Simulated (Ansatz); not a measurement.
Total energies of cyclo-(Cl2GeSe)3 (Ge₃Se₃Cl₆) from Ansatz at PBE0-D4/def2-TZVP, gas phase (1 Eh = 27.2114 eV = 2625.5 kJ/mol). The reference geometry is relaxed at PBE-D4/def2-SVP.

| state | geometry | energy (Eh) |
| --- | --- | --- |
| charge 0 singlet | reference | -16194.93606 |
| charge 1 doublet | reference | -16194.58887 |
| free Ge atom (triplet) | – | -2076.65516 |
| free Cl atom (doublet) | – | -459.99739 |
| free Se atom (triplet) | – | -2401.20505 |

Single mean-field runs in def2-TZVP are fitted with def2-universal-jkfit.

**Question.** Work out the vertical ionisation energy to the doublet.

**Answer.** E(charge 1 doublet) − E(charge 0 singlet) = -16194.58887 − (-16194.93606) = 0.34719 Eh = 9.45 eV. For comparison, −ε of the highest occupied level is 8.02 eV at this level, 1.43 eV less.

**Question.** What is the binding energy per atom against free atoms?

**Answer.** Atoms: 3 × (-2076.65516) + 6 × (-459.99739) + 3 × (-2401.20505) = -16193.56497 Eh. Binding: -16193.56497 − (-16194.93606) = 1.37109 Eh = 37.31 eV, or 3.11 eV for each of 12 atoms (no zero-point energy, no counterpoise term).
